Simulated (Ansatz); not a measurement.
Basis-set series for `C[S][Hf]([OH])([OH])[OH]`. Total charge 0; spin multiplicity 1. Hf: def2 effective core potential. Geometry: relaxed with PBE0-D4/def2-TZVP. It is one conformer, not always the lowest.

```xyz
12

C     1.8072   -1.2665   -0.4931
S     0.4820   -0.7287   -1.6292
Hf   -0.8732    0.5259   -0.0058
O     0.2242    1.9443    0.7045
O    -2.3873    1.1840   -0.9847
O    -1.3453   -0.6676    1.4292
H     2.5992   -1.7070   -1.0986
H     2.2285   -0.4263    0.0608
H     1.4412   -2.0193    0.2050
H     0.5571    2.8353    0.7380
H    -3.2926    1.3271   -1.2407
H    -1.4408   -1.0012    2.3147
```

```tsv
functional	basis	functions	energy (Eh)	HOMO (eV)	LUMO (eV)
PBE0-D4	def2-SVP	136	-713.07653	-6.31	0.04
PBE0-D4	def2-TZVPP	306	-713.55628	-6.42	-0.12
ωB97M-V	def2-SVP	136	-713.31339	-8.43	1.29
ωB97M-V	def2-TZVPP	306	-713.80239	-8.58	1.07
```

(1) Give the rows for def2-QZVPP. (Estimate.)

Answers

(1) Computed: 
```json
{"functional": "PBE0-D4", "basis": "def2-QZVPP", "functions": "559", "energy (Eh)": "-713.58437", "HOMO (eV)": "-6.47", "LUMO (eV)": "-0.35"}
{"functional": "ωB97M-V", "basis": "def2-QZVPP", "functions": "559", "energy (Eh)": "-713.82916", "HOMO (eV)": "-8.63", "LUMO (eV)": "0.51"}
```

Positive LUMOs are unbound and depend on the basis.
